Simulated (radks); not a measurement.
All-electron atom: Nd28+ in [Ar] 3d10 4s2 4p2 (the NIST ground configuration). All-electron calculation, Dirac Kohn-Sham, exchange-only PBE, spin-unpolarised, spherical densities, finite nucleus; open shells fill j = l - 1/2 first; Fermi nuclear charge, rms radius 4.9123 fm. Program: a radial shooting solver on a logarithmic mesh with Libxc functionals.

Radial electron density D(r) = 4 pi r^2 rho(r):

```
   r/bohr * D(r) (the largest magnitude, 102, reaches the edge; | marks zero)
 0.001731 |   *
 0.002218 |     *
  0.00282 |        *
 0.003585 |            *
 0.004593 |                 *
 0.005839 |                      *
 0.007423 |                             *
 0.009513 |                                   *
  0.01209 |                                        *
   0.0155 |                                           *
   0.0197 |                                          *
  0.02504 |                                       *
  0.03209 |                                     *
   0.0408 |                                        *
  0.05186 |                                               *
  0.06646 |                                                      *
  0.08449 |                                                     *
   0.1083 |                                           *
   0.1376 |                                      *
    0.175 |                                           *
   0.2242 |                                             *
    0.285 |                                 *
   0.3653 |                *
   0.4643 |        *
   0.5903 |     *
   0.7564 | *
   0.9616 *
    1.222 *
    1.567 *
```

D(r) has 3 maxima, at r = 0.0165, 0.0726, 0.209 bohr, and minima at 0.0321, 0.138 bohr, inside which lie 2.02, 11.19 electrons.
